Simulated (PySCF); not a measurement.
C₄H₁₀O₂, triplet, at the geometry of the source list (a higher spin typed on purpose: for a closed-shell molecule this is an excited state); PySCF with DF-HF/aug-pcseg-1.

PySCF was given this input:
```python
from pyscf import gto, scf

mol = gto.M(
    atom='''
C     2.713700    0.698600   -0.028000
O     1.441200    0.345400    0.442900
C     0.729000   -0.461000   -0.462000
C    -0.674200   -0.705200    0.074400
O    -1.477000    0.418400   -0.189000
C    -2.761100    0.311400    0.363700
H     3.333600   -0.190900   -0.204800
H     3.170800    1.313100    0.744300
H     2.650500    1.270100   -0.962500
H     1.245600   -1.427100   -0.591600
H     0.655500    0.032300   -1.442000
H    -1.103600   -1.596600   -0.413400
H    -0.615200   -0.891100    1.156600
H    -3.298600   -0.555900   -0.043400
H    -2.720200    0.214200    1.455800
H    -3.289900    1.224200    0.099100
''',
    basis='aug-pcseg-1',
    charge=0,
    spin=2,
    verbose=4,
)

mf = scf.UHF(mol)
mf = mf.density_fit(auxbasis='def2-universal-jkfit')
mf.kernel()
```

Q: What does PySCF print? Leave out banner, timings and long lists.

A: 
```
PySCF version 2.14.0

[INPUT] verbose = 4
[INPUT] num. atoms = 16
[INPUT] num. electrons = 50
[INPUT] charge = 0
[INPUT] spin (= nelec alpha-beta = 2S) = 2
[INPUT] symmetry False subgroup None
[INPUT] Mole.unit = angstrom
[INPUT] Symbol           X                Y                Z      unit          X                Y                Z       unit  Magmom
[INPUT]  1 C      2.713700000000   0.698600000000  -0.028000000000 AA    5.128149784232   1.320162670621  -0.052912331488 Bohr   0.0
[INPUT]  2 O      1.441200000000   0.345400000000   0.442900000000 AA    2.723473290723   0.652711403425   0.836959700570 Bohr   0.0
[INPUT]  3 C      0.729000000000  -0.461000000000  -0.462000000000 AA    1.377610344808  -0.871163743424  -0.873053469549 Bohr   0.0
[INPUT]  4 C     -0.674200000000  -0.705200000000   0.074400000000 AA   -1.274053353182  -1.332634863043   0.140595623668 Bohr   0.0
[INPUT]  5 O     -1.477000000000   0.418400000000  -0.189000000000 AA   -2.791125485983   0.790661410518  -0.357158237543 Bohr   0.0
[INPUT]  6 C     -2.761100000000   0.311400000000   0.363700000000 AA   -5.217722802537   0.588460715190   0.687293391504 Bohr   0.0
[INPUT]  7 H      3.333600000000  -0.190900000000  -0.204800000000 AA    6.299591008850  -0.360748717179  -0.387015910311 Bohr   0.0
[INPUT]  8 H      3.170800000000   1.313100000000   0.744300000000 AA    5.991943595771   2.481399374166   1.406523154514 Bohr   0.0
[INPUT]  9 H      2.650500000000   1.270100000000  -0.962500000000 AA    5.008719093160   2.400141150810  -1.818861394894 Bohr   0.0
[INPUT] 10 H      1.245600000000  -1.427100000000  -0.591600000000 AA    2.353842860758  -2.696828152367  -1.117961975293 Bohr   0.0
[INPUT] 11 H      0.655500000000   0.032300000000  -1.442000000000 AA    1.238715474652   0.061038153823  -2.724985071623 Bohr   0.0
[INPUT] 12 H     -1.103600000000  -1.596600000000  -0.413400000000 AA   -2.085501751070  -3.017136730481  -0.781212779895 Bohr   0.0
[INPUT] 13 H     -0.615200000000  -0.891100000000   1.156600000000 AA   -1.162559511832  -1.683934949600   2.185657235672 Bohr   0.0
[INPUT] 14 H     -3.298600000000  -0.555900000000  -0.043400000000 AA   -6.233450594490  -1.050498752646  -0.082014113806 Bohr   0.0
[INPUT] 15 H     -2.720200000000   0.214200000000   1.455800000000 AA   -5.140433004042   0.404779335882   2.751063292142 Bohr   0.0
[INPUT] 16 H     -3.289900000000   1.224200000000   0.099100000000 AA   -6.217009977207   2.313402721693   0.187271858944 Bohr   0.0

nuclear repulsion = 256.528333500267
number of shells = 38
number of NR pGTOs = 314
number of NR cGTOs = 228
basis = aug-pcseg-1
ecp = {}

******** <class 'pyscf.df.df_jk.DFUHF'> ********
method = DFUHF
initial guess = minao
damping factor = 0
level_shift factor = 0
DIIS = <class 'pyscf.scf.diis.CDIIS'>
diis_start_cycle = 1
diis_space = 8
diis_damp = 0
SCF conv_tol = 1e-09
SCF conv_tol_grad = None
SCF max_cycles = 50
direct_scf = False
number electrons alpha = 26  beta = 24
Set gradient conv threshold to 3.16228e-05
******** <class 'pyscf.df.df.DF'> ********
auxbasis = def2-universal-jkfit
init E= -307.848927685109

cycle= 1 E= -306.483015005547  delta_E= 1.37  |g|= 0.465  |ddm|= 24.1

cycle= 2 E= -306.611003818098  delta_E= -0.128  |g|= 0.224  |ddm|= 12.4

cycle= 3 E= -306.634948239221  delta_E= -0.0239  |g|= 0.0661  |ddm|= 2.39

cycle= 4 E= -306.641073551168  delta_E= -0.00613  |g|= 0.0404  |ddm|= 2.43

cycle= 5 E= -306.643352199316  delta_E= -0.00228  |g|= 0.0186  |ddm|= 1.25

cycle= 6 E= -306.644972641976  delta_E= -0.00162  |g|= 0.0074  |ddm|= 1.57

cycle= 7 E= -306.645336040084  delta_E= -0.000363  |g|= 0.00458  |ddm|= 0.656

cycle= 8 E= -306.645569421369  delta_E= -0.000233  |g|= 0.003  |ddm|= 0.595

cycle= 9 E= -306.645745955066  delta_E= -0.000177  |g|= 0.0019  |ddm|= 0.682

cycle= 10 E= -306.645824630104  delta_E= -7.87e-05  |g|= 0.00147  |ddm|= 0.502

cycle= 11 E= -306.645848531283  delta_E= -2.39e-05  |g|= 0.00171  |ddm|= 0.198

cycle= 12 E= -306.64583982958  delta_E= 8.7e-06  |g|= 0.00114  |ddm|= 0.0401

cycle= 13 E= -306.645860420359  delta_E= -2.06e-05  |g|= 0.0012  |ddm|= 0.334

cycle= 14 E= -306.645863545959  delta_E= -3.13e-06  |g|= 0.000377  |ddm|= 0.199

cycle= 15 E= -306.645863973819  delta_E= -4.28e-07  |g|= 0.00017  |ddm|= 0.0523

cycle= 16 E= -306.645864142978  delta_E= -1.69e-07  |g|= 0.000109  |ddm|= 0.0444

cycle= 17 E= -306.64586418464  delta_E= -4.17e-08  |g|= 6.98e-05  |ddm|= 0.0101

cycle= 18 E= -306.645864201264  delta_E= -1.66e-08  |g|= 4.53e-05  |ddm|= 0.00206

cycle= 19 E= -306.64586421272  delta_E= -1.15e-08  |g|= 3.2e-05  |ddm|= 0.00108

cycle= 20 E= -306.645864219139  delta_E= -6.42e-09  |g|= 1.96e-05  |ddm|= 0.0039

cycle= 21 E= -306.645864220929  delta_E= -1.79e-09  |g|= 1.02e-05  |ddm|= 0.00148

cycle= 22 E= -306.64586422134  delta_E= -4.11e-10  |g|= 5.73e-06  |ddm|= 0.000948

Extra cycle  E= -306.645864221386  delta_E= -4.59e-11  |g|= 4.2e-06  |ddm|= 0.0001
converged SCF energy = -306.645864221386  <S^2> = 2.0420817  2S+1 = 3.0279245
```
